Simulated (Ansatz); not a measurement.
Relaxation of the cluster H₃Au₃ with RKS PBE-D4/def2-TZVP.

```sh
$ ansatz run in.yaml --threads 2 --pin off --events-out ev --progress --plain --max-ram 4352MiB
```

```yaml
crystal:
  periodic: [false, false, false]
  atoms:
    - {symbol: Au, position_ang: [-0.108020, 1.940570, -0.004360]}
    - {symbol: Au, position_ang: [-1.261090, -0.524940, 0.018050]}
    - {symbol: Au, position_ang: [1.287330, -0.339960, -0.015310]}
    - {symbol: H, position_ang: [1.414360, 1.347740, -0.020660]}
    - {symbol: H, position_ang: [-2.775580, -0.574010, 0.035450]}
    - {symbol: H, position_ang: [1.443000, -1.849380, -0.013170]}
basis:
  gaussian: {orbitals: def2-TZVP}
hamiltonian: {xc: pbe, dispersion: d4}
scf: {lower_state_search: "off"}
output: {orbitals: {seedname: orbitals}}
relax: {f_tol: 0.02, max_steps: 100}
```

Run time 29 s (2 threads of Arm Neoverse V2 on a shared host).

Positions (Å) and forces (eV/Å) at steps 1, 2, 3, 4, 5, 6, 7, 8, 9, 10, 12 of 12:

```xyz
6
step=1 energy=-11133.6052 eV
Au   -0.108    1.941   -0.004   -0.728    0.681    0.007
Au   -1.261   -0.525    0.018   -0.159   -0.145    0.002
Au    1.287   -0.340   -0.015    0.877    0.030   -0.012
H     1.414    1.348   -0.021    0.892    1.282   -0.014
H    -2.776   -0.574    0.035   -1.226   -0.082    0.015
H     1.443   -1.849   -0.013    0.344   -1.766    0.001
6
step=2 energy=-11133.9334 eV
Au   -0.098    2.000   -0.005    0.242   -0.616   -0.001
Au   -1.404   -0.519    0.019    0.301    0.258   -0.005
Au    1.373   -0.376   -0.016   -0.455   -0.108    0.006
H     1.505    1.458   -0.022   -0.145    0.383    0.001
H    -2.968   -0.604    0.038   -0.017    0.024    0.001
H     1.592   -1.959   -0.015    0.075    0.060   -0.001
6
step=3 energy=-11133.9844 eV
Au   -0.105    1.922   -0.004    0.201   -0.093   -0.002
Au   -1.408   -0.488    0.019   -0.059    0.010    0.001
Au    1.324   -0.386   -0.015    0.109   -0.311   -0.001
H     1.519    1.487   -0.022   -0.223    0.235    0.002
H    -2.975   -0.578    0.038    0.003    0.022    0.000
H     1.646   -1.956   -0.015   -0.030    0.136    0.000
6
step=4 energy=-11134.0060 eV
Au   -0.109    1.884   -0.004    0.156   -0.084   -0.002
Au   -1.401   -0.521    0.019   -0.036   -0.008    0.000
Au    1.340   -0.418   -0.016    0.002   -0.065    0.000
H     1.510    1.579   -0.023   -0.120    0.079    0.001
H    -2.968   -0.543    0.038   -0.008    0.014    0.000
H     1.628   -1.981   -0.015    0.007    0.064    0.000
6
step=5 energy=-11134.0215 eV
Au   -0.100    1.818   -0.003    0.079   -0.077   -0.001
Au   -1.420   -0.568    0.019   -0.055    0.037    0.001
Au    1.340   -0.466   -0.015   -0.079    0.042    0.001
H     1.510    1.704   -0.023   -0.055    0.094    0.001
H    -2.989   -0.481    0.038    0.087   -0.008   -0.001
H     1.659   -2.007   -0.015    0.023   -0.087    0.000
6
step=6 energy=-11134.0309 eV
Au   -0.094    1.798   -0.004    0.136   -0.028   -0.002
Au   -1.417   -0.572    0.019    0.006   -0.022    0.000
Au    1.332   -0.482   -0.015   -0.036   -0.058    0.001
H     1.514    1.763   -0.023   -0.100    0.126    0.001
H    -2.981   -0.481    0.038   -0.025    0.014    0.000
H     1.646   -2.025   -0.015    0.020   -0.032    0.000
6
step=7 energy=-11134.0900 eV
Au   -0.075    1.734   -0.004    0.429   -0.102   -0.005
Au   -1.425   -0.616    0.019    0.038   -0.010   -0.001
Au    1.312   -0.560   -0.015   -0.094   -0.029    0.001
H     1.511    1.963   -0.024   -0.355    0.219    0.004
H    -2.978   -0.433    0.038   -0.050    0.034    0.001
H     1.656   -2.088   -0.015    0.032   -0.111    0.000
6
step=8 energy=-11134.1821 eV
Au   -0.042    1.677   -0.004    0.489   -0.088   -0.006
Au   -1.419   -0.650    0.019    0.070   -0.024   -0.001
Au    1.298   -0.638   -0.014   -0.125    0.043    0.001
H     1.476    2.160   -0.024   -0.405    0.200    0.004
H    -2.960   -0.391    0.038   -0.086    0.061    0.001
H     1.647   -2.158   -0.015    0.057   -0.192    0.000
6
step=9 energy=-11134.2178 eV
Au   -0.009    1.601   -0.004    0.974    0.395   -0.014
Au   -1.423   -0.705    0.020   -0.128    0.140    0.001
Au    1.295   -0.712   -0.014   -0.224    0.398    0.002
H     1.450    2.353   -0.024   -1.030   -0.280    0.014
H    -2.961   -0.331    0.037    0.259   -0.031   -0.003
H     1.648   -2.208   -0.015    0.148   -0.622    0.000
6
step=10 energy=-11134.3145 eV
Au    0.060    1.564   -0.005    0.086    0.200   -0.002
Au   -1.407   -0.681    0.019    0.002   -0.152    0.000
Au    1.282   -0.797   -0.014    0.082    0.098   -0.001
H     1.325    2.510   -0.023   -0.173   -0.073    0.002
H    -2.926   -0.285    0.037    0.042    0.091   -0.001
H     1.666   -2.311   -0.015   -0.040   -0.164    0.001
6
step=12 energy=-11134.3304 eV
Au    0.057    1.549   -0.005    0.002   -0.001    0.000
Au   -1.370   -0.724    0.019    0.000    0.002    0.000
Au    1.312   -0.824   -0.014   -0.001   -0.002    0.000
H     1.241    2.580   -0.022   -0.003   -0.001    0.000
H    -2.856   -0.217    0.036    0.003    0.000    0.000
H     1.616   -2.363   -0.014   -0.001    0.002    0.000
```

In the def2 sets Au takes a core potential; there is no spin–orbit coupling. The structure comes from a short search, and lower isomers may exist.
